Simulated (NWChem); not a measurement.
Program: NWChem. System: CCl2F, charge 0, spin multiplicity 2, displaced from the optimised geometry. The structure started from a generated list of species. Its SCF solution wasn't tested for a lower state. Level: UBP86/def2-SVP.

The NWChem input:

```
start mol
memory heap 200 mb stack 900 mb global 1100 mb
geometry units angstroms nocenter noautoz noautosym
  F     -1.649039    -0.065035     0.000000
  C     -0.352532     0.334611     0.000000
  Cl     0.498722    -0.041834    -1.511098
  Cl     0.498722    -0.041834     1.511098
end
basis spherical
  * library def2-svp
end
dft
  xc becke88 perdew86
  odft
  mult 2
  semidirect memsize 60000000 filesize 0
  iterations 100
end
task dft gradient
```

Output (cleaned and shortened):

```
             Northwest Computational Chemistry Package (NWChem) 7.3.0
             --------------------------------------------------------

                                NWChem Input Module
                                -------------------

 Scaling coordinates for geometry "geometry" by  1.889725989
 (inverse scale =  0.529177249)

                             Geometry "geometry" -> ""
                             -------------------------

 Output coordinates in angstroms (scale by  1.889725989 to convert to a.u.)

  No.       Tag          Charge          X              Y              Z
 ---- ---------------- ---------- -------------- -------------- --------------
    1 F                    9.0000    -1.64903900    -0.06503500     0.00000000
    2 C                    6.0000    -0.35253200     0.33461100     0.00000000
    3 Cl                  17.0000     0.49872200    -0.04183400    -1.51109800
    4 Cl                  17.0000     0.49872200    -0.04183400     1.51109800

 Effective nuclear repulsion energy (a.u.)     194.1511341893

            Nuclear Dipole moment (a.u.)
            ----------------------------
        X                 Y               Z
 ---------------- ---------------- ----------------
     0.0000094486    -0.0000094486     0.0000000000


 Summary of "ao basis" -> "" (spherical)
 ------------------------------------------------------------------------------
       Tag                 Description            Shells   Functions and Types
 ---------------- ------------------------------  ------  ---------------------
 *                          def2-svp                  on all atoms

  perdew86 is a nonlocal functional; adding perdew81 local functional.

                                 NWChem DFT Module
                                 -----------------

 Summary of "ao basis" -> "ao basis" (spherical)
 ------------------------------------------------------------------------------
       Tag                 Description            Shells   Functions and Types
 ---------------- ------------------------------  ------  ---------------------
 F                          def2-svp                 6       14   3s2p1d
 C                          def2-svp                 6       14   3s2p1d
 Cl                         def2-svp                 8       18   4s3p1d

 Summary of "ao basis" -> "ao basis" (spherical)
 ------------------------------------------------------------------------------
       Tag                 Description            Shells   Functions and Types
 ---------------- ------------------------------  ------  ---------------------
 F                          def2-svp                 6       14   3s2p1d
 C                          def2-svp                 6       14   3s2p1d
 Cl                         def2-svp                 8       18   4s3p1d

            General Information
            -------------------
          SCF calculation type: DFT
          Wavefunction type:  spin polarized.
          No. of atoms     :     4
          No. of electrons :    49
           Alpha electrons :    25
            Beta electrons :    24
          Charge           :     0
          Spin multiplicity:     2
          Use of symmetry is: off; symmetry adaption is: off
          Maximum number of iterations: 100
          AO basis - number of functions:    64
                     number of shells:    28
          Convergence on energy requested:  1.00D-06
          Convergence on density requested:  1.00D-05
          Convergence on gradient requested:  5.00D-04
[...]
   alpha     11     12     13     14     15     16     17     18     19     20
    beta     11     12     13     14     15     16     17     18     19     20
 overlap   0.993  0.997  1.000  1.000  1.000  0.997  0.999  1.000  0.990  0.999

   alpha     21     22     23     24     25     26     27     28     29     30
    beta     21     22     23     24     25     26     27     28     29     30
 overlap   0.982  0.990  0.999  0.999  0.986  0.999  1.000  0.999  0.991  1.000

   alpha     31     32     33     34     35     36     37     38     39     40
    beta     31     32     33     34     35     36     37     38     39     40
 overlap   0.725  0.719  0.999  0.997  0.999  0.997  0.971  0.993  0.978  0.987

   alpha     41     42     43     44     45     46     47     48     49     50
    beta     41     42     43     44     45     46     47     48     49     50
 overlap   0.958  0.962  0.996  0.995  1.000  0.999  0.999  1.000  0.998  0.999

   alpha     51     52     53     54     55     56     57     58     59     60
    beta     51     52     53     54     55     56     57     58     59     60
 overlap   0.997  0.997  1.000  0.984  0.998  0.983  0.990  0.998  0.993  1.000

   alpha     61     62     63     64
    beta     61     62     63     64
 overlap   1.000  1.000  1.000  1.000

     --------------------------
     Expectation value of S2:
     --------------------------
      <S2> =      0.7518 (Exact =     0.7500)

 center of mass
 --------------
 x =  -0.01273128 y =  -0.00273346 z =   0.00000000

 moments of inertia (a.u.)
 ------------------
         575.809334583521           2.993181130289           0.000000000000
           2.993181130289         822.208203162797           0.000000000000
           0.000000000000           0.000000000000         257.441417845912

     Multipole analysis of the density
     ---------------------------------

     L   x y z        total         alpha         beta         nuclear
     -   - - -        -----         -----         ----         -------
     0   0 0 0     -0.000000    -25.000000    -24.000000     49.000000

     1   1 0 0      0.129817      0.299307     -0.169499      0.000009
     1   0 1 0     -0.073982     -0.496461      0.422489     -0.000009
     1   0 0 1     -0.000000     -0.000000     -0.000000      0.000000

     2   2 0 0    -26.253135    -74.277183    -72.235982    120.260030
     2   1 1 0     -0.164374      1.145985      0.303475     -1.613834
     2   1 0 1     -0.000000     -0.000000     -0.000000      0.000000
     2   0 2 0    -26.027828    -15.719129    -13.056119      2.747420
     2   0 1 1     -0.000000     -0.000000      0.000000      0.000000
     2   0 0 2    -24.942783   -152.592749   -149.593839    277.243805

            General Information
            -------------------
          SCF calculation type: DFT
          Wavefunction type:  spin polarized.
          No. of atoms     :     4
          No. of electrons :    49
           Alpha electrons :    25
            Beta electrons :    24
          Charge           :     0
          Spin multiplicity:     2
          Use of symmetry is: off; symmetry adaption is: off
          Maximum number of iterations: 100
          AO basis - number of functions:    64
                     number of shells:    28
          Convergence on energy requested:  1.00D-06
          Convergence on density requested:  1.00D-05
          Convergence on gradient requested:  5.00D-04

              XC Information
              --------------
                    Becke 1988 Exchange Functional  1.000
                Perdew 1981 Correlation Functional  1.000 local
                Perdew 1986 Correlation Functional  1.000 non-local

             Grid Information
             ----------------
          Grid used for XC integration:  medium
          Radial quadrature: Mura-Knowles
          Angular quadrature: Lebedev.
          Tag              B.-S. Rad. Rad. Pts. Rad. Cut. Ang. Pts.
          ---              ---------- --------- --------- ---------
          F                   0.50       49           7.0       434
          C                   0.70       49           7.0       434
          Cl                  1.00       88           8.0       590
          Grid pruning is: on
          Number of quadrature shells:   274
          Spatial weights used:  Erf1

          Convergence Information
          -----------------------
          Convergence aids based upon iterative change in
          total energy or number of iterations.
          Levelshifting, if invoked, occurs when the
          HOMO/LUMO gap drops below (HL_TOL):  1.00D-02
          DIIS, if invoked, will attempt to extrapolate
          using up to (NFOCK): 10 stored Fock matrices.

                    Damping( 0%)  Levelshifting(0.5)       DIIS
                  --------------- ------------------- ---------------
          dE  on:    start            ASAP                start
          dE off:    2 iters        100 iters           100 iters

      Screening Tolerance Information
      -------------------------------
          Density screening/tol_rho:  1.00D-10
          AO Gaussian exp screening on grid/accAOfunc:  14
          CD Gaussian exp screening on grid/accCDfunc:  20
          XC Gaussian exp screening on grid/accXCfunc:  20
          Schwarz screening/accCoul:  1.00D-08

                            NWChem DFT Gradient Module
                            --------------------------

  charge          =   0.00
  wavefunction    = open shell

                         DFT ENERGY GRADIENTS

    atom               coordinates                        gradient
                 x          y          z           x          y          z
   1 F      -3.116232  -0.122898   0.000000   -0.020943  -0.004683   0.000000
   2 C      -0.666189   0.632323   0.000000    0.007929   0.007742   0.000000
   3 Cl      0.942448  -0.079055  -2.855561    0.006507  -0.001529  -0.011235
   4 Cl      0.942448  -0.079055   2.855561    0.006507  -0.001529   0.011235

                 ----------------------------------------
                 |  Time  |  1-e(secs)   |  2-e(secs)   |
                 ----------------------------------------
                 |  CPU   |       0.00   |       1.40   |
                 ----------------------------------------
                 |  WALL  |       0.00   |       1.40   |
                 ----------------------------------------

 Task  times  cpu:        6.0s     wall:        6.0s

 Total times  cpu:        6.0s     wall:        6.0s
```
